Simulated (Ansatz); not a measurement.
Stepwise reaction of `F[SiH2][Si](Cl)(Cl)Cl` with hydrogen, as a gas-phase model of exchange steps in deposition or etching. ΔE in kJ/mol.

Program: Ansatz. Geometries: PBE0-D4/def2-TZVP. ΔE: electronic, gas phase. CBS: MP2 limit from def2 TZ/QZ plus the TZ coupled-cluster correction, frozen cores. This one scheme is used for every species. Functionals use def2-TZVPP. B3LYP here is the variant with VWN-RPA as its local correlation; programs differ in this. Each species was taken in one conformer, which may not be the lowest.

| step | reaction | PBE-D4 | B3LYP-D4 | ωB97M-V | CCSD(T)/CBS |
| --- | --- | --- | --- | --- | --- |
| 2 | `F[SiH2][SiH](Cl)Cl` + H₂ → `F[SiH2][SiH2]Cl` + HCl | 79.8 | 78.3 | 78.6 | 77.5 |
| 3 | `F[SiH2][SiH2]Cl` + H₂ → `F[SiH2][SiH3]` + HCl | 68.8 | 69.2 | 69.8 | 69.9 |

Problem. Give the row of step 1, `F[SiH2][Si](Cl)(Cl)Cl` + H₂ → `F[SiH2][SiH](Cl)Cl` + HCl. (An estimate is asked.)

Solution. Computed: 
```
step                                                   reaction  PBE-D4  B3LYP-D4  ωB97M-V  CCSD(T)/CBS
   1  `F[SiH2][Si](Cl)(Cl)Cl` + H₂ → `F[SiH2][SiH](Cl)Cl` + HCl    82.8      80.9     81.1         79.1
```

Problem. By hand: ΔE of the 3 steps together at CCSD(T)/CBS.

Solution. (79.1) + (77.5) + (69.9) = 226.5 kJ/mol, or 75.5 kJ/mol a step.

In ΔE step 3 is the lowest and step 1 the highest. All are uphill at CCSD(T)/CBS. PBE-D4 differs from CCSD(T)/CBS by -1.1 to 3.7 kJ/mol a step. Only this route is followed, and other bonds may react first. Isolated molecules leave out the surface, adducts and barriers. Largest T1 diagnostic: 0.012.
